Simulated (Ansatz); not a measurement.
```yaml
crystal:
  periodic: [false, false, false]
  atoms:
    - {symbol: N, position_ang: [-0.777933, 0.052091, -0.568645]}
    - {symbol: Ge, position_ang: [0.575347, -1.156153, -0.335717]}
    - {symbol: O, position_ang: [1.505341, -0.310125, 0.942580]}
    - {symbol: H, position_ang: [-1.512243, -0.113084, -1.239224]}
    - {symbol: H, position_ang: [-0.905369, 0.927833, -0.083104]}
    - {symbol: H, position_ang: [1.156857, 0.535438, 1.237710]}
basis:
  gaussian: {orbitals: STO-3G}
total_charge: 1
magnetization: {spin_polarized: true, initial_magnetization: 1}
hamiltonian: {xc: {name: r2SCAN50}, pseudopotentials: {relativity: scalar}}
```

```sh
$ ansatz run in.yaml --threads 4 --pin off --events-out ev --progress --plain --max-ram 10444MiB
```

Shortened log:

```
Functional definition: r2SCAN50
359 factors; integrals over basis functions are off by at most 2.6e-5 eV
mean field evaluation 1: about -59851.0021 eV, gradient 2.9e1 eV
mean field evaluation 2: about -59836.8197 eV, gradient 5.5e1 eV
mean field evaluation 4: about -59857.7010 eV, gradient 3.7e0 eV
mean field evaluation 8: about -59857.8369 eV, gradient 1.9e-1 eV
mean field evaluation 16: about -59857.8402 eV, gradient 1.8e-3 eV
mean field -59857.99573238 eV, -2199.7407699581 hartree, gradient 5.6e-6 eV, S^2 0.857934; 8 other end points of the search recorded, 0 dependent functions left out
reference -59857.99573550 eV, -2199.7407700730 hartree; 25, 24 occupied and 6, 7 virtual orbitals, 359 factors
Total energy: -59857.99573550 eV, -2199.7407700730 hartree
Relativity: scalar
```

Run time 3 s (4 threads of an Arm Neoverse V1 on a shared host); peak host memory 0.15 GiB.
